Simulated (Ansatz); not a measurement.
```yaml
crystal:
  periodic: [false, false, false]
  atoms:
    - {symbol: O, position_ang: [0.798988, -2.562156, 1.179784]}
    - {symbol: C, position_ang: [0.489725, -1.570743, 0.723733]}
    - {symbol: Ni, position_ang: [-0.000161, 0.000101, 0.000401]}
    - {symbol: C, position_ang: [-1.312299, 0.053823, -1.226822]}
    - {symbol: O, position_ang: [-2.140176, 0.087633, -2.001421]}
    - {symbol: C, position_ang: [0.822436, 1.517027, 0.503488]}
    - {symbol: O, position_ang: [1.341467, 2.474326, 0.820837]}
basis:
  gaussian: {orbitals: cc-pVDZ, fitting: {mean_field: cc-pVTZ-jkfit}, nuclear_model: gaussian}
hamiltonian: {xc: {name: r2SCAN}, dispersion: d3bjatm}
output: {forces: true}
```

```sh
$ ansatz run in.yaml --threads 4 --pin off --events-out ev --progress --plain --max-ram 11315MiB
```

Problem. How does Ansatz answer? (An estimate is asked.)

Solution. The calculation gave: The input was rejected before any iteration.
```
Functional definition: r2SCAN
Error: <dir> the basis set cc-pVTZ-JKFIT has no functions for Ni
```
